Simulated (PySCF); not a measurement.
C₆ coefficients of unlike pairs at PBE0

Calculated with PySCF 2.14 from the dipole response of each species, C₆(A,B) = (3/π) ∫ α_A(iu) α_B(iu) du, in atomic units, from isotropic polarisabilities. For ions this is the dispersion term alone; charge-induced terms of lower order in 1/R come first.

| species | configuration | basis | relativity | α (bohr³) | C₆ (like pair) |
| --- | --- | --- | --- | --- | --- |
| Kr⁺ | [Ar] 3d10 4s2 4p5 (2P) | aug-cc-pwCVDZ-PP with ECP10MDF (6s5p4d1f) | core potential | 10.73 | 66.67 |
| Al³⁺ | [Ne] (1S) | aug-cc-pV(Q+d)Z (7s6p5d3f2g) | none | 0.2568 | 0.2201 |
| Cr | [Ar] 3d5 4s1 (7S) | aug-cc-pVTZ-DK (8s7p5d3f2g) | spin-free X2C | 73.68 | 608.0 |
| Mo | [Kr] 4d5 5s1 (7S) | def2-QZVPPD with the def2 core potential (28 electrons) (7s5p4d3f2g) | core potential | 74.30 | 738.9 |

Estimate C₆ for Mo with Al³⁺.

The integral gives 6.405. The combination rule 2 C_A C_B / (C_A α_B/α_A + C_B α_A/α_B) gives 4.910 and the geometric mean 12.75.

No spin-orbit coupling is included.

The other pairs:

```
     pair     C₆
Al³⁺, Kr⁺  2.818
  Cr, Kr⁺  161.7
  Mo, Kr⁺  190.5
   Mo, Cr  666.6
 Cr, Al³⁺  5.205
```
